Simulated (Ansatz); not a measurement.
A structure relaxed at PBE0-D4/def2-SVP in Ansatz, charge 0, singlet:

```xyz
6

Be   -1.192   -0.337   -0.357
O    -1.053    1.123   -0.430
Be    0.343    1.242    0.010
O     1.477    0.418    0.443
Be    0.849   -0.905    0.347
O    -0.425   -1.540   -0.012
```

Question: Give its formula, name or SMILES and point group.

Answer: (BeO)3 ring (Be₃O₃). Point group D3h (tolerance 0.1 Å).

Question: Summarise the bond lengths by kind (pairs closer than 1.2 times the sum of covalent radii, bridged metal pairs left out).

Answer: 6 × Be–O 1.47 Å.
